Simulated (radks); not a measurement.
Results of a calculation; reference values are marked as such.
Species: Si0.5+. Configuration: [He] 2s1.5 2p6 3s2 3p2 (fractional occupations, a model configuration).

Code: a radial shooting solver on a logarithmic mesh with Libxc functionals. Model: scalar-relativistic Kohn-Sham, PBE, spin-unpolarised, spherical densities, point nucleus.

Energy parts (Ry):
| part | energy |
|---|---|
| total | -574.30403 |
| kinetic | 575.74225 |
| electron-nucleus | -1361.95225 |
| Hartree | 252.14005 |
| exchange-correlation | -40.23408 |

Orbitals (lengths in bohr, moments of r in powers of bohr; <r^-3> diverges for s and p1/2):
orbital  occ.  eigenvalue (Ry)   <1/r>      <r^4>  <r^-3>
1s          2        -132.5653   13.64  0.0007196       -
2s        1.5        -11.23880   2.610     0.2593       -
2p          6         -8.03500   2.497     0.2682   49.83
3s          2         -1.18883  0.6763      36.93       -
3p          2         -0.63445  0.5530      89.61   3.230

The highest occupied level is 3p at -8.632 eV. Summed over all electrons, <r^2> = 26.15 bohr^2, which gives a Langevin (diamagnetic) susceptibility term of -20.7 x 10^-6 cm^3/mol.
